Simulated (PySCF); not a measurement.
PySCF (NMR shieldings with GIAOs, density fitting), isolated neutral molecules in closed-shell states, PBE0-D3(BJ)/def2-SVP geometries kept fixed through all settings. All basis functions are spherical. Basis functions per molecule: 221–237 in 6-311+G(2d,p), 122–131 in def2-SVP.

Mean 1H shielding (ppm):

```json
{"molecule": "C=C[C@@]1(F)C[C@@H]1F", "PBE0/6-311+G(2d,p)": "27.64", "PBE0/def2-SVP": "27.68"}
{"molecule": "C[C@@H](F)[C@@H]1C=C1F", "PBE0/6-311+G(2d,p)": "28.91", "PBE0/def2-SVP": "28.92"}
{"molecule": "C=C=CCC(F)F", "PBE0/6-311+G(2d,p)": "27.16", "PBE0/def2-SVP": "27.27"}
{"molecule": "C#C[Si@@H](O)C(Cl)Cl", "PBE0/6-311+G(2d,p)": "27.86", "PBE0/def2-SVP": "27.99"}
{"molecule": "FCC1=C(F)CC1", "PBE0/6-311+G(2d,p)": "28.34", "PBE0/def2-SVP": "28.40"}
{"molecule": "FC=C1CC(F)C1", "PBE0/6-311+G(2d,p)": "27.67", "PBE0/def2-SVP": "27.83"}
{"molecule": "C[C@H]1C=CC1(F)F", "PBE0/6-311+G(2d,p)": "28.22", "PBE0/def2-SVP": "28.26"}
{"molecule": "FC[C@H](F)C1C=C1", "PBE0/6-311+G(2d,p)": "26.68", "PBE0/def2-SVP": "26.73"}
{"molecule": "CC#CC(C)(F)F", "PBE0/6-311+G(2d,p)": "29.76", "PBE0/def2-SVP": "29.74"}
{"molecule": "CC1=C(F)[C@@]1(C)F", "PBE0/6-311+G(2d,p)": "29.88", "PBE0/def2-SVP": "?"}
{"molecule": "FB(F)[SiH2]C#C[SiH3]", "PBE0/6-311+G(2d,p)": "27.04", "PBE0/def2-SVP": "27.26"}
{"molecule": "C=C[C@H](F)C(=C)F", "PBE0/6-311+G(2d,p)": "26.15", "PBE0/def2-SVP": "26.17"}
{"molecule": "N#CC(C#N)O[SiH3]", "PBE0/6-311+G(2d,p)": "26.31", "PBE0/def2-SVP": "26.53"}
```

Question: What should PBE0/def2-SVP give for `CC1=C(F)[C@@]1(C)F`?

Answer: The basis change moves the other 12 molecules by +0.09 ppm on average (standard deviation 0.08), which puts `CC1=C(F)[C@@]1(C)F` at 29.88 + 0.09 = 29.97 ppm. A straight line through the pairs, y = 0.961x + 1.18, gives 29.88 ppm. The run gave 29.80 ppm: the mean change misses by 0.17, the line by 0.08 ppm.

Question: Which of the two rules would one have trusted beforehand?

Answer: Leaving out each listed molecule in turn and predicting it from the rest, the mean change misses by 0.074 ppm on average and the line by 0.065; so neither has a clear lead.

Question: How even is the effect, and which conclusions about the order would change?

Answer: Among the 12 molecules with both values given it runs from -0.02 ppm for `CC#CC(C)(F)F` to +0.22 ppm for `N#CC(C#N)O[SiH3]`; `CC1=C(F)[C@@]1(C)F` moves by -0.08 ppm, outside this range. The change is not of one sign for all. No pair among the 12 changes order.

Neither level serves as a reference here, and other classes of molecule may behave otherwise.
